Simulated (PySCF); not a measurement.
O2Ti, charge +1, doublet, at a GFN2-xTB geometry (such geometries of metal compounds can be far from the true shape) (the multiplicity is a formal guess); B3LYP/pcseg-1 run with PySCF.

Input for PySCF:
```python
from pyscf import gto, scf, dft

mol = gto.Mole()
mol.atom = '''
    Ti    0.30137621    0.05766473    0.36104120
    O     0.50471034    0.08192814   -1.28939438
    O    -1.33349493   -0.24050615    0.29653107
'''
mol.basis = 'pcseg-1'
mol.charge = 1
mol.spin = 1
mol.verbose = 4
mol.build()

mf = dft.UKS(mol)
mf.xc = 'b3lyp'
mf.damp = 0.5
mf.diis_start_cycle = 5
mf.kernel()
mf.analyze()
```

What the program printed (banner, timings and long lists left out):

```
PySCF version 2.14.0

[INPUT] verbose = 4
[INPUT] num. atoms = 3
[INPUT] num. electrons = 37
[INPUT] charge = 1
[INPUT] spin (= nelec alpha-beta = 2S) = 1
[INPUT] symmetry False subgroup None
[INPUT] Mole.unit = angstrom
[INPUT] Symbol           X                Y                Z      unit          X                Y                Z       unit  Magmom
[...]
nuclear repulsion = 125.830977746537
number of shells = 10
number of NR pGTOs = 131
number of NR cGTOs = 59
basis = pcseg-1
ecp = {}

******** <class 'pyscf.dft.uks.UKS'> ********
method = UKS
initial guess = minao
damping factor = 0.5
level_shift factor = 0
DIIS = <class 'pyscf.scf.diis.CDIIS'>
diis_start_cycle = 5
diis_space = 8
diis_damp = 0
SCF conv_tol = 1e-09
SCF conv_tol_grad = None
SCF max_cycles = 50
direct_scf = True
direct_scf_tol = 1e-13
number electrons alpha = 19  beta = 18
XC library pyscf.dft.libxc version 7.1.2
    S. Lehtola, C. Steigemann, M. J. T. Oliveira, and M. A. L. Marques,  SoftwareX 7, 1–5 (2018)
XC functionals = b3lyp
    P. J. Stephens, F. J. Devlin, C. F. Chabalowski, and M. J. Frisch,  J. Phys. Chem. 98, 11623 (1994)
radial grids:
    Treutler-Ahlrichs [JCP 102, 346 (1995); DOI:10.1063/1.469408] (M4) radial grids

becke partition: Becke, JCP 88, 2547 (1988); DOI:10.1063/1.454033
pruning grids: <function nwchem_prune>
grids dens level: 3
symmetrized grids: False
atomic radii adjust function: <function treutler_atomic_radii_adjust>
small_rho_cutoff = 0
Set gradient conv threshold to 3.16228e-05
tot grids = 49072
init E= -999.625338249093

cycle= 1 E= -998.994894753548  delta_E= 0.63  |g|= 0.932  |ddm|= 2.05
cycle= 2 E= -994.786434353074  delta_E= 4.21  |g|= 3.85  |ddm|= 2.21
cycle= 3 E= -996.352765575491  delta_E= -1.57  |g|= 2.52  |ddm|= 3.04
cycle= 4 E= -993.187616802958  delta_E= 3.17  |g|= 4.29  |ddm|= 3.18
cycle= 5 E= -970.218792376152  delta_E=   23  |g|=  6.3  |ddm|= 6.63
cycle= 6 E= -957.98964787195  delta_E= 12.2  |g|=    4  |ddm|= 10.4
cycle= 7 E= -971.591279899633  delta_E= -13.6  |g|=  6.7  |ddm|= 9.74
cycle= 8 E= -969.444717733058  delta_E= 2.15  |g|= 6.76  |ddm|= 1.35
cycle= 9 E= -973.09385663273  delta_E= -3.65  |g|=  6.5  |ddm|= 1.98
cycle= 10 E= -973.262822501526  delta_E= -0.169  |g|= 6.49  |ddm|= 0.0883
cycle= 11 E= -974.667652007781  delta_E= -1.4  |g|=  6.4  |ddm|= 0.304
cycle= 12 E= -974.383000744122  delta_E= 0.285  |g|= 6.42  |ddm|= 0.179
cycle= 13 E= -975.878898048048  delta_E= -1.5  |g|= 6.31  |ddm|= 0.308
[...]
converged SCF energy = -999.486395197329  <S^2> = 0.81841032  2S+1 = 2.0672787
Total Energy =                        -999.486395197329330
[...]
spin_pop of  0 Ti 3py       0.00002
spin_pop of  0 Ti 3pz       0.00008
spin_pop of  0 Ti 4px       0.00055
spin_pop of  0 Ti 4py      -0.00142
spin_pop of  0 Ti 4pz       0.00003
spin_pop of  0 Ti 3dxy     -0.05922
spin_pop of  0 Ti 3dyz     -0.06392
spin_pop of  0 Ti 3dz^2    -0.03861
spin_pop of  0 Ti 3dxz     -0.19097
spin_pop of  0 Ti 3dx2-y2   -0.04334
spin_pop of  0 Ti 4dxy     -0.00004
spin_pop of  0 Ti 4dyz      0.00001
spin_pop of  0 Ti 4dz^2    -0.00015
spin_pop of  0 Ti 4dxz      0.00019
spin_pop of  0 Ti 4dx2-y2   -0.00029
spin_pop of  0 Ti 4f-3     -0.00000
spin_pop of  0 Ti 4f-2      0.00001
spin_pop of  0 Ti 4f-1     -0.00000
spin_pop of  0 Ti 4f+0      0.00012
spin_pop of  0 Ti 4f+1      0.00008
spin_pop of  0 Ti 4f+2      0.00011
spin_pop of  0 Ti 4f+3     -0.00000
spin_pop of  1 O 1s       -0.00000
spin_pop of  1 O 2s        0.00331
spin_pop of  1 O 3s       -0.00022
spin_pop of  1 O 2px       0.54844
spin_pop of  1 O 2py       0.07812
spin_pop of  1 O 2pz       0.07054
spin_pop of  1 O 3px       0.00015
spin_pop of  1 O 3py      -0.00014
spin_pop of  1 O 3pz       0.00014
spin_pop of  1 O 3dxy      0.00000
spin_pop of  1 O 3dyz     -0.00001
spin_pop of  1 O 3dz^2    -0.00008
spin_pop of  1 O 3dxz      0.00032
spin_pop of  1 O 3dx2-y2    0.00002
spin_pop of  2 O 1s       -0.00000
spin_pop of  2 O 2s        0.00331
spin_pop of  2 O 3s       -0.00022
spin_pop of  2 O 2px       0.04267
spin_pop of  2 O 2py       0.06115
spin_pop of  2 O 2pz       0.59328
spin_pop of  2 O 3px       0.00009
spin_pop of  2 O 3py      -0.00014
spin_pop of  2 O 3pz       0.00020
spin_pop of  2 O 3dxy     -0.00002
spin_pop of  2 O 3dyz      0.00001
spin_pop of  2 O 3dz^2    -0.00002
spin_pop of  2 O 3dxz      0.00029
spin_pop of  2 O 3dx2-y2   -0.00001
 ** Mulliken Spin Density (per atom)  **
spin density of  0 Ti =     -0.40116
spin density of  1 O =      0.70058
spin density of  2 O =      0.70058
 ** Mulliken pop alpha/beta on meta-lowdin orthogonal AOs **
 ** Mulliken pop       alpha | beta **
In total            19.00000 | 18.00000
 ** Mulliken atomic charges   ( Nelec_alpha | Nelec_beta ) **
charge of  0Ti =      1.37896  (    10.10994     10.51110 )
charge of  1O =     -0.18947  (     4.44503      3.74445 )
charge of  2O =     -0.18949  (     4.44503      3.74445 )

WARN: System has nonzero charge 1; the dipole moment is origin-dependent.
Location of origin: [0. 0. 0.]

Dipole moment(X, Y, Z, Debye):  4.13243,  0.79069,  4.95041
```
